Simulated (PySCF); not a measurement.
C₃H₂ClN₃O₂Si.
Cartesian coordinates in Å at the PBE0-D3(BJ)/def2-SVP level; atoms count from 1:
```
atom  x, y, z in Å
N1    -4.1793    0.3898    0.7135
C2    -3.0961   -0.0121    0.6503
C3    -1.7603   -0.5004    0.5672
N4    -0.6732    0.1770    0.3676
C5     0.2716   -0.8106    0.3814
O6     1.5479   -0.5656    0.2125
Si7    2.1405    1.0055   -0.0841
Cl8    4.1479    0.7402   -0.3431
N9    -0.2060   -2.0170    0.5777
O10   -1.5499   -1.8057    0.7009
H11    1.5354    1.5231   -1.3318
H12    1.8963    1.8485    1.1079
```

Method: PBE0-D3(BJ)/def2-SVP geometry optimisation, gas phase (PySCF 2.14.0).

Take the most abundant isotopes and a rigid rotor. The values belong to one conformer with, in the numbering `[N:1]#[C:2][c:3]1[n:4][c:5]([O:6][SiH2:7][Cl:8])[n:9][o:10]1`, N4–C5–O6–Si7 -2°, C5–O6–Si7–Cl8 -177°.

**Question.** Give the principal moments of inertia and the rotational constants in cm⁻¹.

**Answer.** Ia = 144.91, Ib = 1245.94, Ic = 1384.43 u·Å²; 505379 MHz·u·Å²/I gives 3488, 405.6 and 365.0 MHz, that is A = 0.11633, B = 0.01353, C = 0.01218 cm⁻¹.

**Question.** Classify the top.

**Answer.** A near-prolate asymmetric top. Ray's parameter κ = (2B − A − C)/(A − C) = -0.974; −1 is the prolate and +1 the oblate limit.

**Question.** Is it planar, by Δ = Ic − Ia − Ib?

**Answer.** Not planar: Δ = Ic − Ia − Ib = -6.42 u·Å². For a rigid frame Δ = −2 Σ m c², so Σ m c² = 3.21 u·Å² lies off the ab plane: 3.12 from hydrogen and 0.09 from heavier atoms. The atom farthest from that plane is 1.28 Å away.

**Question.** Give the other two planar moments, Paa and Pbb, and the rms extents of the mass along the axes.

**Answer.** Paa = Σ m a² = (Ib + Ic − Ia)/2 = 1242.73 and Pbb = Σ m b² = (Ia + Ic − Ib)/2 = 141.70 u·Å². With the mass M = 174.96 u, the rms extents √(P/M) along a, b and c are 2.67, 0.90, 0.14 Å.

**Question.** Where do the levels up to J = 3 lie, in MHz?

**Answer.** Above 0(0,0):
J = 1: 1(0,1) 771, 1(1,1) 3853, 1(1,0) 3893
J = 2: 2(0,2) 2312, 2(1,2) 5353, 2(1,1) 5475, 2(2,1) 14721, 2(2,0) 14721
J = 3: 3(0,3) 4622, 3(1,3) 7604, 3(1,2) 7848, 3(2,2) 17033, 3(2,1) 17035, 3(3,1) 32544, 3(3,0) 32544
The levels of one J sum to (2J + 1)J(J + 1)(A + B + C)/3.

**Question.** Which lines would a microwave search look for?

**Answer.** The dipole components are |μa| = 1.62 D, |μb| = 1.27 D, |μc| = 0.04 D. The squared components, which scale the intensities, stand as 1.00 : 0.61 : 0.00 (a : b : c). Some lines, for components of 0.1 D or more:

| type | branch | J(Ka,Kc) | MHz | lower level (cm⁻¹) |
| --- | --- | --- | --- | --- |
| a | Q | 5(1,4) ← 5(1,5) | 609 | 0.479 |
| a | R | 3(1,2) ← 2(1,1) | 2373 | 0.183 |
| a | R | 4(1,4) ← 3(1,3) | 3001 | 0.254 |
| a | R | 4(2,2) ← 3(2,1) | 3086 | 0.568 |
| a | R | 4(1,3) ← 3(1,2) | 3163 | 0.262 |
| b | Q | 2(1,1) ← 2(0,2) | 3164 | 0.077 |
| b | Q | 3(1,2) ← 3(0,3) | 3226 | 0.154 |
| a | R | 5(0,5) ← 4(0,4) | 3845 | 0.257 |
| a | R | 5(4,2) ← 4(4,1) | 3854 | 1.913 |
| a | R | 5(2,3) ← 4(2,2) | 3860 | 0.671 |
| b | Q | 3(2,2) ← 3(1,3) | 9429 | 0.254 |
| b | Q | 4(2,3) ← 4(1,4) | 9510 | 0.354 |
| b | R | 2(2,0) ← 1(1,1) | 10869 | 0.129 |
| b | R | 3(2,2) ← 2(1,1) | 11558 | 0.183 |
| b | R | 4(2,3) ← 3(1,2) | 12268 | 0.262 |
| b | Q | 4(3,2) ← 4(2,3) | 15513 | 0.671 |
| b | R | 5(3,2) ← 4(2,3) | 19367 | 0.671 |
| b | Q | 4(4,1) ← 4(3,2) | 21715 | 1.188 |
| b | R | 4(4,1) ← 3(3,0) | 24798 | 1.086 |
| b | R | 5(4,1) ← 4(3,2) | 25569 | 1.188 |
| b | Q | 5(5,1) ← 5(4,2) | 27919 | 2.041 |
| b | R | 5(5,0) ← 4(4,1) | 31774 | 1.913 |

No PBE0-D3(BJ)/def2-SVP frequencies stand behind this structure, so it isn't proved a minimum. These are rigid-rotor constants of the computed structure; measured ground-state constants (B0) also hold zero-point vibration. Quadrupole hyperfine structure (14N, 35Cl) is left out.
